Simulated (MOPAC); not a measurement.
Stepwise substitution at one centre (In F-CH3). All species are isolated molecules in the gas phase. Strings in code marks are SMILES.

Quantity: vertical ionisation energy (energy after one electron is removed minus that of the parent at the parent's geometry), in eV.

Case: `[CH3][In]([F])[F]`. Geometry of `[CH3][In]([F])[F]` (neutral, multiplicity 1, Å):

```xyz
7

C     -1.1003    -0.0198     0.0673
In     1.0334     0.0204    -0.0686
F      2.2324    -1.5269    -0.0979
F      2.1685     1.6114    -0.1860
H     -1.4686    -0.8680    -0.5037
H     -1.3724    -0.1310     1.1146
H     -1.4931     0.9139    -0.3257
```

### Question
Estimate the vertical ionisation energy (energy after one electron is removed minus that of the parent at the parent's geometry) that minus the HOMO energy of PM3 // B3LYP-D3(BJ)/def2-TZVP (MOPAC) returns for this input.

### Answer
12.12 eV.
